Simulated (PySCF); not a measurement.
**Substituent effects on chemical shifts**

Parent skeleton `[BH:1]1[NH:2][CH2:3][CH2:4][NH:5]1`; one hydrogen on atom 1 is replaced by X. Hydrogens on one atom are averaged.

Fast rotation and ring inversion assumed for equivalent nuclei, no relativistic terms, one conformer, no solvent. Coordinates at the PBE0-D3(BJ)/def2-SVP level; σ from GIAO-PBE0/pcSseg-1; PySCF 2.14.0 with density-fitted response routines.

References, each an isolated molecule treated in the same way: BF3·OEt2 for ¹¹B; NH3 for ¹⁵N; ¹³C and ¹H vs TMS.

Parent (X = H): B1 24.5, N2/N5 80.4, C3/C4 46.6, H(C3)/H(C4) 3.43 ppm. Effects are Δδ = δ(X) − δ(H), positive for deshielding.

Question: Give Δδ (ppm) for X = OSiH3, N(SiH3)2, 2-furyl, BCl2, nPr, SCF3.

Answer: 
```csv
X,SMILES,B1,N2/N5,C3/C4,H(C3)/H(C4)
OSiH3,[SiH3]OB1NCCN1,-0.3,-18.6,-0.4,-0.24
N(SiH3)2,[SiH3]N([SiH3])B1NCCN1,+2.6,-9.0,+0.5,-0.11
2-furyl,c1coc(B2NCCN2)c1,+1.0,-3.7,+1.4,-0.04
BCl2,ClB(Cl)B1NCCN1,-0.6,+10.5,+1.0,+0.12
nPr,CCCB1NCCN1,+8.2,+0.8,+1.0,-0.15
SCF3,FC(F)(F)SB1NCCN1,+2.6,-5.2,+0.4,+0.14
```

Question: Which position responds most, and to which substituents?

Answer: N2/N5: from -18.6 ppm with OSiH3 to +10.5 ppm with BCl2.

Experimental scales use liquid or dissolved standards, which lie at an offset from isolated NH3 (liquid NH3: subtract about 20 ppm).
